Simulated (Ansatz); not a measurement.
Reaction (ligand exchange at the Si–N bond): `O[SiH](O)N[Si](F)(F)F` + H₂S → `O[SiH](O)S` + `N[Si](F)(F)F`

Computed with Ansatz on PBE0-D4/def2-TZVP structures; ΔE is electronic, products minus reactants. CBS: MP2 limit from def2 TZ/QZ plus the TZ coupled-cluster correction, frozen cores. This one scheme is used for every species. Functionals use def2-TZVPP. One conformer a species, not always the lowest.

```json
{"level": "LDA (SPW92)", "ΔE (kJ/mol)": "14.3"}
{"level": "r2SCANh-D4", "ΔE (kJ/mol)": "17.3"}
{"level": "ωB97M-V", "ΔE (kJ/mol)": "20.5"}
{"level": "B2PLYP", "ΔE (kJ/mol)": "18.1"}
{"level": "PBE", "ΔE (kJ/mol)": "6.2"}
{"level": "PBE0", "ΔE (kJ/mol)": "9.6"}
{"level": "CAM-B3LYP", "ΔE (kJ/mol)": "20.5"}
{"level": "CCSD/def2-SVP", "ΔE (kJ/mol)": "33.0"}
```

(1) What does CCSD(T)/CBS give? (Estimate.)

Largest T1 diagnostic among the species: 0.012.

Answers

(1) Ansatz gave: +19.7 kJ/mol. The listed levels differ from it by -5.4, -2.4, 0.8, -1.6, -13.5, -10.1, 0.8, 13.3 kJ/mol.

The D4 term adds +7.0 kJ/mol with B3LYP and +4.3 kJ/mol with PBE0; it sums over pairs of atoms, weighted by their polarisabilities, and B3LYP, whose exchange is more repulsive, gets the larger term. From PBE to PBE0 (25 % exact exchange), in def2-TZVPP and without D4, ΔE moves by +3.4 kJ/mol. At CCSD(T), def2-SVP lies +13.2 kJ/mol from the extrapolated value and def2-TZVPP +4.1 kJ/mol.

B3LYP here is the variant with VWN-RPA as its local correlation; programs differ in this.
